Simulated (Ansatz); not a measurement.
C4H9O3Si (SMILES C=C[Si]([O])(OC)OC), doublet (typed; the unrestricted solution is spin-contaminated), at a GFN2-xTB geometry; Ansatz (a first-principles code) with CCSD(T)/STO-3G.

Here is a job for Ansatz.
Ansatz 0.2 input:
```yaml
crystal:
  periodic: [false, false, false]
  atoms:
    - {symbol: C, position_ang: [-1.16378327, 2.32077789, -0.05444850]}
    - {symbol: C, position_ang: [-0.20918460, 1.61039233, 0.46448743]}
    - {symbol: Si, position_ang: [0.17195920, -0.25332511, -0.23780180]}
    - {symbol: O, position_ang: [0.23081552, -0.04888493, -1.75200223]}
    - {symbol: O, position_ang: [-1.03336833, -0.98953057, 0.58055555]}
    - {symbol: C, position_ang: [-2.35345598, -0.98209564, 0.15310211]}
    - {symbol: O, position_ang: [1.42126644, -0.66730468, 0.71372810]}
    - {symbol: C, position_ang: [2.75347124, -0.53276168, 0.33469852]}
    - {symbol: H, position_ang: [-1.42283444, 3.29964269, 0.33355655]}
    - {symbol: H, position_ang: [-1.73379526, 1.99095718, -0.90701580]}
    - {symbol: H, position_ang: [0.43190449, 1.84288055, 1.29258962]}
    - {symbol: H, position_ang: [-2.42452562, -1.17284166, -0.91923206]}
    - {symbol: H, position_ang: [-2.88925905, -1.75808322, 0.70236234]}
    - {symbol: H, position_ang: [-2.81735583, -0.01255099, 0.36673452]}
    - {symbol: H, position_ang: [3.33276586, -1.29381403, 0.86055344]}
    - {symbol: H, position_ang: [3.12893806, 0.45592086, 0.61599108]}
    - {symbol: H, position_ang: [2.87473949, -0.65767598, -0.74160333]}
basis:
  gaussian:
    orbitals: STO-3G
magnetization: {spin_polarized: true, initial_magnetization: 1}
correlation: {method: ccsd_t, electrons: outside_noble_gas}
accuracy: high
```

Task: Write the output that Ansatz gives for this input, abridged.

Result: 
```
Functional definition: HF
1214 factors; integrals over basis functions are off by at most 4.9e-9 eV
mean field evaluation 1: about -18001.2256 eV, gradient 2.9e1 eV
mean field evaluation 2: about -18001.5409 eV, gradient 2.9e1 eV
mean field evaluation 4: about -18010.2846 eV, gradient 6.2e0 eV
mean field evaluation 8: about -18012.0565 eV, gradient 9.5e-1 eV
mean field evaluation 16: about -18012.1399 eV, gradient 2.7e-1 eV
mean field evaluation 32: about -18012.1054 eV, gradient 4.0e-1 eV
mean field evaluation 64: about -18001.2500 eV, gradient 1.1e1 eV
mean field evaluation 96: about -18007.6928 eV, gradient 3.0e0 eV
mean field evaluation 128: about -18012.0815 eV, gradient 3.6e-1 eV
mean field evaluation 160: about -18011.7467 eV, gradient 1.8e-2 eV
mean field evaluation 192: about -18004.7185 eV, gradient 3.7e0 eV
mean field evaluation 224: about -18006.6971 eV, gradient 3.4e-1 eV
mean field evaluation 256: about -18003.2414 eV, gradient 2.0e0 eV
mean field evaluation 288: about -18003.0362 eV, gradient 2.3e0 eV
mean field -18012.15886878 eV, -661.9346293477 hartree, gradient 2.7e-8 eV, S^2 0.959686; 7 other end points of the search recorded, 0 dependent functions left out
determinant -18012.15886878 eV, -661.9346293477 hartree, with singles and doubles -18023.74081661 eV, -662.3602580801 hartree
determinant -18011.74654142 eV, -661.9194765969 hartree, with singles and doubles -18023.32892815 eV, -662.3451214585 hartree
determinant -18012.15886878 eV, -661.9346293477 hartree, with singles and doubles -18023.74236012 eV, -662.3603148030 hartree
determinant -18011.74654142 eV, -661.9194765969 hartree, with singles and doubles -18023.33033853 eV, -662.3451732890 hartree
determinant -18012.08914358 eV, -661.9320669940 hartree, with singles and doubles -18023.73804444 eV, -662.3601562048 hartree
determinant -18012.08914358 eV, -661.9320669940 hartree, with singles and doubles -18023.74351788 eV, -662.3603573500 hartree
12 core orbitals not correlated
reference -18012.15886878 eV, -661.9346293477 hartree; 24, 23 occupied and 17, 18 virtual orbitals, 1214 factors
second order -8.69084980 eV of doubles, -0.00000000 eV of singles
cycle   1  -11.58348292 eV  change    8.4e-6 eV  update   4.0e-6
cycle   2  -11.58347386 eV  change    9.1e-6 eV  update   3.2e-6
cycle   3  -11.58346590 eV  change    8.0e-6 eV  update   2.2e-6
cycle   4  -11.58346937 eV  change   -3.5e-6 eV  update   1.0e-6
cycle   5  -11.58347064 eV  change   -1.3e-6 eV  update   6.4e-7
cycle   6  -11.58347051 eV  change    1.2e-7 eV  update   4.8e-7
cycle   7  -11.58347051 eV  change  -3.9e-10 eV  update   4.1e-7
cycle   8  -11.58347062 eV  change   -1.1e-7 eV  update   3.6e-7
cycle   9  -11.58347080 eV  change   -1.8e-7 eV  update   3.4e-7
cycle  10  -11.58347037 eV  change    4.3e-7 eV  update   3.5e-7
cycle  11  -11.58347021 eV  change    1.5e-7 eV  update   3.1e-7
cycle  12  -11.58347007 eV  change    1.5e-7 eV  update   2.9e-7
cycle  13  -11.58346986 eV  change    2.1e-7 eV  update   2.5e-7
cycle  14  -11.58346979 eV  change    6.5e-8 eV  update   1.7e-7
cycle  15  -11.58346984 eV  change   -5.3e-8 eV  update   1.1e-7
cycle  16  -11.58346996 eV  change   -1.1e-7 eV  update   7.6e-8
cycle  17  -11.58347007 eV  change   -1.1e-7 eV  update   4.5e-8
cycle  18  -11.58347011 eV  change   -3.6e-8 eV  update   2.7e-8
cycle  19  -11.58347010 eV  change    1.0e-8 eV  update   1.7e-8
cycle  20  -11.58347008 eV  change    2.0e-8 eV  update   9.5e-9
cycle  21  -11.58347007 eV  change    1.0e-8 eV  update   5.6e-9
cycle  22  -11.58347007 eV  change   1.6e-10 eV  update   3.1e-9
cycle  23  -11.58347007 eV  change   -2.6e-9 eV  update   1.8e-9
perturbative correction -0.21620798 eV, -0.0079454966 hartree
Total energy: -18023.95854683 eV, -662.3682595179 hartree
```
